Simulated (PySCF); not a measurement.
A GIAO shielding run with PySCF 2.14 (density fitting, non-relativistic, gas phase) on `CO[SiH2]OCC(F)F`, C3H8F2O2Si:

```
$ OMP_NUM_THREADS=1 python probes_run.py task.json out

{"job": {"kind": "nmr", "xc": "PBE0", "basis": "pcSseg-1"}, "charge": 0, "multiplicity": 1}
C      3.150707     0.489305    -0.179080
O      1.816738     0.364950    -0.547896
Si     0.612545    -0.077170     0.427771
O     -0.582727     0.003716    -0.667413
C     -1.873594    -0.445366    -0.528729
C     -2.532068    -0.044744     0.790178
F     -2.376005     1.270050     1.045787
F     -1.971378    -0.706927     1.830732
H      3.688302     0.966207    -0.998998
H      3.257435     1.095747     0.723013
H      3.587931    -0.493308     0.015681
H      0.776797    -1.440087     0.942097
H      0.432260     0.863898     1.530553
H     -1.914650    -1.542593    -0.578045
H     -2.469236    -0.026591    -1.347894
H     -3.610657    -0.268145     0.798314
```

Hardware: 1 thread of an Arm Neoverse V1, shared host. The job also computes population analyses, field gradients.

**Question.** How large is the calculation?

**Answer.** 74 electrons, 183 basis functions and 974 auxiliary functions.

**Question.** How long does it take, and how much memory does it need?

**Answer.** 26 s of wall time, with 13 SCF cycles and 4 response iterations; peak memory 0.82 GiB. Times on a shared host scatter by some tens of per cent.
